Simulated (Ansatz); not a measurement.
The cluster Ge₃Se₃. Total charge 0; singlet. Geometry PBE0-D4/def2-SVP; atoms count from 1.

```xyz
6

Ge   -1.145   -0.975    0.268
Ge    2.086   -0.973   -0.532
Ge   -0.646    2.175   -0.683
Se    0.979   -1.547    1.419
Se   -1.425    1.266    1.299
Se    0.152    0.054   -1.771
```

Another isomer (singlet) lies 0.29 eV lower at PBE0-D4/def2-TZVP; other spin states weren't run for this one.

Estimate the Mulliken populations from the PBE0/def2-TZVP orbitals of Ansatz.


| atom | charge (e) |
| --- | --- |
| Ge1 | 0.33 |
| Ge2 | 0.33 |
| Ge3 | 0.32 |
| Se4 | -0.31 |
| Se5 | -0.31 |
| Se6 | -0.37 |
Mulliken values depend strongly on the basis.

And the Mayer bond orders between heavy atoms (over 0.3)?

Ge1–Se4 0.86 (2.48 Å); Ge1–Se5 0.86 (2.48 Å); Ge1–Se6 0.65 (2.63 Å); Ge2–Se4 1.39 (2.32 Å); Ge2–Se6 0.82 (2.52 Å); Ge3–Se5 1.39 (2.32 Å); Ge3–Se6 0.82 (2.51 Å).
